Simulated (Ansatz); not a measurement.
`C[N](C)[Zn][Cl]` + HBr → `C[N](C)[Zn][Br]` + HCl at 400 K and 1 bar (ligand exchange at a Zn–Cl bond).

Calculated with Ansatz (gas phase, PBE0-D4/def2-TZVP geometries, no zero-point term in ΔE). CCSD(T)/CBS is the MP2 limit (def2-TZVPP, def2-QZVPP) plus CCSD(T) − MP2 in def2-TZVPP, frozen cores. This one scheme is used for every species. For Br, Zn outer-core shells are correlated without core-valence functions, which leaves a few kJ/mol of doubt a bond. Scalar relativity is left out up to krypton. One conformer a species, not always the lowest.

```json
{"species": "`C[N](C)[Zn][Cl]`", "CCSD(T)/CBS energy (Eh)": "-2372.62212", "H − E (kJ/mol)": "250.6", "S (J/(mol·K))": "400.9"}
{"species": "HBr", "CCSD(T)/CBS energy (Eh)": "-2573.91920", "H − E (kJ/mol)": "27.6", "S (J/(mol·K))": "207.2"}
{"species": "`C[N](C)[Zn][Br]`", "CCSD(T)/CBS energy (Eh)": "-4486.16677", "H − E (kJ/mol)": "250.2", "S (J/(mol·K))": "412.9"}
{"species": "HCl", "CCSD(T)/CBS energy (Eh)": "-460.38127", "H − E (kJ/mol)": "29.6", "S (J/(mol·K))": "195.4"}
```

H − E and S are ideal-gas, rigid-rotor, harmonic terms from PBE0-D4/def2-TZVP, for one conformer and one mirror image of each species. 1 Eh = 2625.50 kJ/mol, R = 8.31446 J/(mol·K).

Task: By hand: ΔE, ΔH, ΔS and ΔG.

Result: ΔE = (-4486.16677) + (-460.38127) − (-2372.62212) − (-2573.91920) = -0.00672 Eh = -17.6 kJ/mol. Δ(H − E) = 250.2 + 29.6 − 250.6 − 27.6 = 1.6, so ΔH = -16.0 kJ/mol. ΔS = 412.9 + 195.4 − 400.9 − 207.2 = 0.2 J/(mol·K). ΔG = -16.0 − 400 × (0.2)/1000 = -16.1 kJ/mol.

Task: By hand: the equilibrium constant, and the temperature at which ΔG would vanish if ΔH and ΔS stayed fixed.

Result: log₁₀ K = −ΔG/(RT ln 10) = 2.1. ΔH and −TΔS have one sign here, so there is no such temperature.

The number of gas molecules stays the same, so ΔS is small and ΔH decides. A doubt of 5 kJ/mol in ΔE shifts log₁₀ K by 0.7 here. Other conformers and mirror images would add mixing entropy, several J/(mol·K) or more a flexible species. Modes under 60 cm⁻¹, often nearly free rotors, make the harmonic entropy too high. These are equilibria of isolated gas molecules and say nothing of rates. Largest T1 diagnostic: 0.014 (customary marks: 0.02 for closed shells, 0.045 for open ones).

ΔS is within the doubt of such terms, so its sign, and with it that verdict, could turn.
